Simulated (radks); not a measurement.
The numbers below are computed, except where a source is named.
Task: Neutral rubidium, [Kr] 5s1. Level of theory: non-relativistic Kohn-Sham, exchange-only LDA, spin-polarised, spherical densities, point nucleus (a radial shooting solver on a logarithmic mesh with Libxc functionals). Every spin shell is full or empty, so the densities are truly spherical. Functionals are evaluated on that one density, not self-consistently. Rank these orbital-free kinetic functionals by their error against the exact value of the orbitals, and give that value: Thomas-Fermi, von Weizsacker, TF + vW, TF + vW/9, TF + vW/5, LC94, APBEK, revAPBEK, Thakkar, Pearson, LKT, PG1, Ernzerhof.

Result: Exact: 2932.98 hartree. From best to worst, with 100 (|E| - |E exact|)/|E exact| (equal figures are ties): LC94 +0.04, APBEK +0.11, revAPBEK +0.32, Ernzerhof -0.39, Thakkar -0.49, TF + vW/9 -0.72, Pearson -1.05, TF + vW/5 +3.36, Thomas-Fermi -5.82, PG1 +16.98, LKT +21.51, TF + vW +40.06, von Weizsacker -54.12.
